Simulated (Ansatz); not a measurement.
`B[S][AlH2]` + `O[Si](O)(O)O` → `O[Si](O)(O)[O][AlH2]` + `BS`  (ligand exchange at the Al–S bond)

Computed with Ansatz on PBE0-D4/def2-TZVP structures; ΔE is electronic, products minus reactants. CCSD(T)/CBS adds triple-zeta CCSD(T) − MP2 to the extrapolated MP2 energy (def2 sets, frozen cores). This one scheme is used for every species. DFT in def2-TZVPP. B3LYP here is the variant with VWN-RPA as its local correlation; programs differ in this. HSE06 is defined as in plane-wave codes. Each species was taken in one conformer, which may not be the lowest.

```csv
level,ΔE (kJ/mol),difference from CCSD(T)/CBS
LDA (SPW92),-51.1,7.0
PBE-D4,-50.2,7.9
revPBE-D4,-49.8,8.3
BLYP-D4,-65.6,-7.5
r2SCAN-D4,-58.6,-0.5
B97M-V,-61.7,-3.6
PBE0-D4,-50.8,7.3
B3LYP-D4,-65.2,-7.1
r2SCAN0-D4,-57.3,0.8
HSE06-D4,-50.3,7.8
BHLYP-D4,-67.2,-9.1
CAM-B3LYP-D4,-69.3,-11.2
ωB97X-V,-60.0,-1.9
ωB97M-V,-59.5,-1.4
B2PLYP,-63.9,-5.8
PBE-QIDH,-53.5,4.6
PBE,-49.8,8.3
revPBE,-49.6,8.5
BLYP,-65.4,-7.3
r2SCAN,-58.2,-0.1
PBE0,-50.2,7.9
r2SCANh,-57.6,0.5
r2SCAN0,-56.8,1.3
HSE06,-49.7,8.4
BHLYP,-66.9,-8.8
CAM-B3LYP,-68.6,-10.5
RPA@PBE/def2-TZVPP,-65.1,-7.0
HF/def2-SVP,-71.2,-13.1
MP2/def2-SVP,-66.4,-8.3
CCSD/def2-SVP,-70.4,-12.3
CCSD(T)/def2-SVP,-69.3,-11.2
HF/def2-TZVPP,-69.2,-11.1
MP2/def2-TZVPP,-58.4,-0.3
SCS-MP2/def2-TZVPP,-63.6,-5.5
CCSD/def2-TZVPP,-63.3,-5.2
CCSD(T)/def2-TZVPP,-61.0,-2.9
MP2/def2-QZVPP,-57.5,0.6
SCS-MP2/def2-QZVPP,-62.4,-4.3
MP2/CBS(def2),-55.5,2.6
CCSD/CBS(def2),-60.3,-2.2
CCSD(T)/CBS,-58.1,0
```

Largest T1 diagnostic among the species: 0.015.

Leaving LDA and LC-ωPBE aside and taking each functional with its dispersion term where it has one, the values spread over 19.6 kJ/mol, from CAM-B3LYP-D4 to revPBE-D4. At CCSD(T), def2-SVP lies −11.2 kJ/mol from the extrapolated value and def2-TZVPP −2.9 kJ/mol.
